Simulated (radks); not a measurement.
V, 23 electrons, occupied as [Ar] 3d3 4s2.

Calculated with a radial shooting solver on a logarithmic mesh with Libxc functionals: Dirac Kohn-Sham, PBE, spin-unpolarised, spherical densities, point nucleus; open shells are shared between the two j in proportion to 2j + 1.

Energy parts (Ry):
total: -1898.03345
kinetic: 1918.41830
electron-nucleus: -4520.49757
Hartree: 794.31516
exchange-correlation: -90.26934

Orbitals (lengths in bohr, moments of r in powers of bohr; <r^-3> diverges for s and p1/2):
orbital,occ.,eigenvalue (Ry),<1/r>,<r^2>,<r^-3>,<r>
1s1/2,2,-394.2255,22.84,0.005936,-,0.06644
2s1/2,2,-44.28276,4.813,0.1122,-,0.3080
2p1/2,2,-37.31975,4.749,0.09140,-,0.2722
2p3/2,4,-36.79795,4.683,0.09313,304.7,0.2749
3s1/2,2,-5.16127,1.488,1.038,-,0.9484
3p1/2,2,-3.27721,1.361,1.205,-,1.011
3p3/2,4,-3.21608,1.347,1.226,35.93,1.019
3d3/2,1.2,-0.38254,0.9599,2.839,2.567,1.445
3d5/2,1.8,-0.37772,0.9561,2.866,2.531,1.452
4s1/2,2,-0.34558,0.3880,12.99,-,3.350

The highest occupied level is 4s1/2 at -4.702 eV. The density falls to 0.001 e/bohr^3 at r = 4.73 bohr. Summed over all electrons, <r^2> = 44.73 bohr^2, which gives a Langevin (diamagnetic) susceptibility term of -35.4 x 10^-6 cm^3/mol. For comparison, the ionisation energy in NIST's Atomic Spectra Database is 6.746 eV (measured). In exact Kohn-Sham theory the highest level is minus the ionisation energy, but local and semilocal functionals leave it too shallow, through self-interaction and a potential that decays too fast; potentials with the right tail come closer.

Beside tabulated values, note that spin-unpolarised runs miss the spin-polarisation part of the exchange energy of open shells.
